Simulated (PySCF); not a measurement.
## How methods differ on the excitation energy of Pt⁺

Pt⁺ [Xe] 4f14 5d9 (2D) → Pt⁺ [Xe] 4f14 5d8 6s1, s spin flipped, as a difference of total energies. Computed with PySCF 2.14 in aug-cc-pVQZ-PP with ECP60MDF, with a scalar-relativistic core potential. Correlated levels: valence: 5s2 5p6 frozen. The calculations carry no spin-orbit coupling.

```
           method  excitation energy (eV)
              UHF                   1.162
              LDA                   1.459
              PBE                   1.450
             PBE0                   1.488
             TPSS                   1.384
            TPSSh                   1.404
             BLYP                   1.300
    MP2 (valence)                   1.680
SCS-MP2 (valence)                   1.612
```

Task: How much does correlation contribute at MP2 (valence)?

Result: 1.680 − (1.162) = 0.518 eV, measured against UHF.

The upper determinant mixes two multiplicities, so it lies between the two terms.
